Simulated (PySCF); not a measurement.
How methods differ on the excitation energy of Cr⁺

Cr⁺ [Ar] 3d5 (6S) → Cr⁺ [Ar] 3d4 4s1 (6D), as a difference of total energies. All numbers are calculated (PySCF 2.14, scalar relativity by spin-free X2C-1e, in x2c-TZVPPall). Correlated levels: valence: [Ar] frozen; valence and next inner shell: [Ne] frozen. The calculations carry no spin-orbit coupling.

```tsv
method	excitation energy (eV)
UHF	0.740
LDA	1.723
PBE	1.586
PBE0	1.519
r2SCAN	1.434
M06	1.833
B2PLYP	1.376
PW91	1.590
MP2 (valence)	1.354
SCS-MP2 (valence)	0.945
SCS-MP2 (valence and next inner shell)	1.263
```

Task: Estimate what CAM-B3LYP gives.

Result: 1.476 eV, closest to r2SCAN among the rows shown.

Task: Estimate what MP2 (valence and next inner shell) gives.

Result: 1.690 eV, closest to LDA among the rows shown.

Errors of the correlated levels include the incompleteness of this basis and the frozen core.

The basis was made for the ground configuration and has no added diffuse functions, so the excitation energy can come out too high.

For comparison: 1.522 eV (measured; NIST levels, between the centres of gravity of the two terms).
